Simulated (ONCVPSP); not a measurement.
An all-electron radial function and its pseudo partner (Ne)

Columns: radius, all-electron u(r) and pseudo u(r) of the 2p shell (level -22.31 eV) of neon in the configuration [He] 2s2 2p5.5; PBE, scalar-relativistic, ONCV scheme, ONCVPSP 4.0.1.

| r (bohr) | all-electron | pseudo |
| --- | --- | --- |
| 0.070 | 0.1043 | 0.0324 |
| 0.140 | 0.3030 | 0.1252 |
| 0.210 | 0.5052 | 0.2654 |
| 0.280 | 0.6762 | 0.4348 |
| 0.350 | 0.8072 | 0.6122 |
| 0.420 | 0.8987 | 0.7775 |
| 0.490 | 0.9553 | 0.9140 |
| 0.560 | 0.9831 | 1.0111 |
| 0.630 | 0.9882 | 1.0648 |
| 0.700 | 0.9764 | 1.0775 |
| 0.770 | 0.9523 | 1.0566 |
| 0.840 | 0.9195 | 1.0115 |
| 0.910 | 0.8811 | 0.9522 |
| 0.980 | 0.8391 | 0.8874 |
| 1.050 | 0.7952 | 0.8234 |
| 1.120 | 0.7507 | 0.7642 |
| 1.190 | 0.7064 | 0.7112 |
| 1.260 | 0.6629 | 0.6639 |
| 1.330 | 0.6207 | 0.6207 |
| 1.400 | 0.5801 | 0.5801 |
| 1.470 | 0.5413 | 0.5413 |
| 1.540 | 0.5044 | 0.5044 |
| 1.610 | 0.4695 | 0.4695 |
| 1.680 | 0.4366 | 0.4366 |
| 1.750 | 0.4056 | 0.4056 |
| 1.820 | 0.3766 | 0.3766 |

(1) How many radial nodes do the two functions have?

(2) At about which radius was the pseudo-wave matched?

(3) Where does each function peak?

(4) Is the pseudo-wave norm-conserving?

Results:

(1) The all-electron 2p function has n − l − 1 = 0; the pseudo-wave has 0.

(2) 1.40 bohr, where the columns begin to agree (steps of 0.07 bohr).

(3) Outermost all-electron maximum near 0.63 bohr, pseudo maximum near 0.70 bohr (to the table’s step).

(4) Yes: the ONCV scheme keeps the norm inside the radius equal to the all-electron one, which fixes the energy derivative of the logarithmic derivative at the level.
